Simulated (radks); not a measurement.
Spherical quantum dot in the effective-mass picture: electrons in a hard-walled sphere of radius 5.68, with a point charge +2 (a donor) at the centre, all in effective atomic units (hartree* = m*/eps^2 hartree, bohr* = eps/m* bohr), one dielectric constant everywhere. Method: non-relativistic Kohn-Sham, LDA (Slater exchange, Perdew-Wang correlation), spin-polarised, spherical densities; computed with a radial shooting solver with Libxc functionals. Levels are named by radial order and angular momentum (1s, 1p, 1d, 2s, ...), and open shells are averaged over m.

N = 11, configuration 1s2 1p6 1d(up 1, down 0) 2s2. This is the lowest configuration that the search found. Occupied and some empty levels:

level,occupation,eigenvalue (hartree*),<r> (bohr*)
1s up,1,1.8956,1.260
1s down,1,1.8971,1.236
2s up,1,2.1658,3.531
2s down,1,2.1769,3.548
1p up,3,2.1977,3.804
1p down,3,2.2099,3.798
1d up,1,2.3525,3.987
1d down,0,2.3651,3.985
1f up,0,2.5562,4.119
1f down,0,2.5691,4.119
1g up,0,2.8061,4.226
1g down,0,2.8190,4.226
2p up,0,2.8556,2.838
2p down,0,2.8621,2.835

Energy (hartree*): total 8.00669, kinetic 6.1375, external -11.680, Hartree 16.650, exchange-correlation -3.1003.
